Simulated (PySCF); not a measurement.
C5H12Si2.
Geometry (GFN2-xTB, Å), atoms numbered from 1 in this order:
```
atom  x, y, z in Å
C1     2.1509   -0.1059    1.2041
C2     2.0660   -0.1702   -0.1151
Si3    0.5761    0.4306   -1.0963
C4    -0.2801    1.9612   -0.3130
Si5   -1.7159    0.8969    0.3779
C6    -1.0253   -0.5638   -0.6700
C7    -0.8646   -1.9157    0.0107
H8     1.3640    0.3312    1.7985
H9     3.0014   -0.4787    1.7558
H10    2.8840   -0.6190   -0.6642
H11    0.9327    0.5295   -2.5194
H12    0.3042    2.5078    0.4213
H13   -0.6066    2.6876   -1.0519
H14   -1.6248    0.6684    1.8229
H15   -3.0728    1.3391    0.0448
H16   -1.6335   -0.7097   -1.5661
H17   -0.2441   -1.8265    0.9002
H18   -0.3898   -2.6341   -0.6572
H19   -1.8317   -2.3195    0.3096
```

Method: PBE0/def2-SVPD in PySCF (dipole) on a GFN2-xTB geometry, gas phase.

Take the most abundant isotopes and a rigid rotor. The values belong to one conformer with, in the numbering `[CH2:1]=[CH:2][Si@@H:3]1[CH2:4][SiH2:5][C@@H:6]1[CH3:7]`, C1–C2–Si3–C4 34°, C2–Si3–C4–Si5 -103°, Si3–C4–Si5–C6 -10°, C4–Si5–C6–C7 132°, C2–Si3–C6–Si5 105°.

Question: What are A, B and C (cm⁻¹)?

Answer: Ia = 225.91, Ib = 344.51, Ic = 409.60 u·Å²; 505379 MHz·u·Å²/I gives 2237, 1467 and 1234 MHz, that is A = 0.07462, B = 0.04893, C = 0.04116 cm⁻¹.

Question: Classify the top.

Answer: An asymmetric top; Ray's κ = -0.535.

Question: Is it planar, by Δ = Ic − Ia − Ib?

Answer: Not planar: Δ = Ic − Ia − Ib = -160.82 u·Å². For a rigid frame Δ = −2 Σ m c², so Σ m c² = 80.41 u·Å² lies off the ab plane: 21.83 from hydrogen and 58.59 from heavier atoms. The atom farthest from that plane is 2.36 Å away.

Question: Give the other two planar moments, Paa and Pbb, and the rms extents of the mass along the axes.

Answer: Paa = Σ m a² = (Ib + Ic − Ia)/2 = 264.10 and Pbb = Σ m b² = (Ia + Ic − Ib)/2 = 145.50 u·Å². With the mass M = 128.05 u, the rms extents √(P/M) along a, b and c are 1.44, 1.07, 0.79 Å.

Question: List the rotational levels J(Ka,Kc) to J = 3 (K).

Answer: Above 0(0,0), as E/k:
J = 1: 1(0,1) 0.130, 1(1,1) 0.167, 1(1,0) 0.178
J = 2: 2(0,2) 0.387, 2(1,2) 0.415, 2(1,1) 0.448, 2(2,1) 0.559, 2(2,0) 0.561
J = 3: 3(0,3) 0.767, 3(1,3) 0.785, 3(1,2) 0.852, 3(2,2) 0.948, 3(2,1) 0.958, 3(3,1) 1.162, 3(3,0) 1.162
The levels of one J sum to (2J + 1)J(J + 1)(A + B + C)/3.

Question: Predict some low-J microwave lines.

Answer: The dipole components are |μa| = 0.40 D, |μb| = 0.10 D, |μc| = 0.00 D. The squared components, which scale the intensities, stand as 1.00 : 0.06 : 0.00 (a : b : c). Some lines, for components of 0.1 D or more:

```
type  branch         J(Ka,Kc)   MHz  lower level (cm⁻¹)
   a       Q  2(1,1) ← 2(1,2)   699               0.288
   a       Q  3(1,2) ← 3(1,3)  1393               0.546
   a       R  1(0,1) ← 0(0,0)  2701               0.000
   a       R  2(1,2) ← 1(1,1)  5168               0.116
   a       R  2(0,2) ← 1(0,1)  5356               0.090
   a       R  2(1,1) ← 1(1,0)  5635               0.124
   a       R  3(1,3) ← 2(1,2)  7727               0.288
   a       R  3(0,3) ← 2(0,2)  7931               0.269
   a       R  3(2,2) ← 2(2,1)  8102               0.389
   a       R  3(2,1) ← 2(2,0)  8274               0.390
   a       R  3(1,2) ← 2(1,1)  8420               0.312
```

Not checked by GFN2-xTB frequencies. These are rigid-rotor constants of the computed structure; measured ground-state constants (B0) also hold zero-point vibration. A rigid rotor knows nothing of internal rotation, which can split or shift real lines.
